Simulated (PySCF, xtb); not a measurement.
C2H6BFN2, SMILES FB(N)/C=N/C.

GFN2-xTB (xtb) at its own geometry gives an orbital gap of 2.89 eV and a dipole moment of 1.75 D.

Geometry optimised at B3LYP-D3(BJ)/def2-SVP. The structure was generated by enumeration; whether it is a known compound was not checked. The values are those of a single conformer.

Problem. What does PBE/def2-TZVP (PySCF) give? (Estimate from the structure and the level; the computed values follow.)

Solution. gap 3.64 eV (levels -5.79 and -2.15 eV), dipole 1.35 D.
